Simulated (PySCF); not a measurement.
## Core-level binding energies of Si(CF3)Cl3

Si(CF3)Cl3, CCl₃F₃Si.
Cartesian coordinates in Å at the PBE0-D3(BJ)/def2-SVP level; atoms count from 1:
```xyz
8
CCl3F3Si angstrom
Si    -0.030    0.048   -0.912
C      0.073   -0.081    1.008
F     -1.148   -0.143    1.545
F      0.694    0.983    1.524
F      0.745   -1.171    1.383
Cl     1.865    0.091   -1.647
Cl    -1.028    1.762   -1.364
Cl    -1.033   -1.575   -1.621
```

Theory: delta-SCF UKS SCAN, pcX-2 on the ionised atom, pcseg-1 elsewhere, spin-free X2C (PySCF 2.14.0). Binding energies are ΔSCF values: E(core-ionised, relaxed orbitals) − E(ground state) at a fixed geometry, referred to the vacuum level.

List the computed XPS lines with their assignment.

```json
{"atom(s)": "Cl6/Cl7/Cl8", "environment": "chlorine bonded to Si", "level": "Cl 1s", "binding energy (eV)": "2829.72", "2p1/2 (eV)": "–", "count": "3"}
{"atom(s)": "Si1", "environment": "silicon bonded to C and 3 Cl", "level": "Si 1s", "binding energy (eV)": "1850.21", "2p1/2 (eV)": "–", "count": "1"}
{"atom(s)": "F3/F4/F5", "environment": "fluorine bonded to C", "level": "F 1s", "binding energy (eV)": "694.43", "2p1/2 (eV)": "–", "count": "3"}
{"atom(s)": "C2", "environment": "carbon bonded to 3 F and Si", "level": "C 1s", "binding energy (eV)": "298.27", "2p1/2 (eV)": "–", "count": "1"}
{"atom(s)": "Cl6/Cl7/Cl8", "environment": "chlorine bonded to Si", "level": "Cl 2p3/2", "binding energy (eV)": "207.12", "2p1/2 (eV)": "208.77", "count": "3"}
{"atom(s)": "Si1", "environment": "silicon bonded to C and 3 Cl", "level": "Si 2p3/2", "binding energy (eV)": "110.09", "2p1/2 (eV)": "110.72", "count": "1"}
```

Which photon energy gives electrons from Si 2p3/2 of Si1 a kinetic energy of 100 eV, and what is their de Broglie wavelength?

hν = 110.09 + 100 = 210.09 eV, recoil neglected; λ = 12.264 Å/√(E/eV) = 1.23 Å.

The first atom of each set that the bonding makes equivalent was ionised and stands for the set. Spin–orbit and ligand-field terms were added within each 2p shell after the spin-free SCF. 2p1/2 minus 2p3/2 (ligand field included): Si 0.63 eV, Cl 1.65 eV. Geometry: PBE0-D3(BJ)/def2-SVP; no solvent, vibrations or thermal averaging.
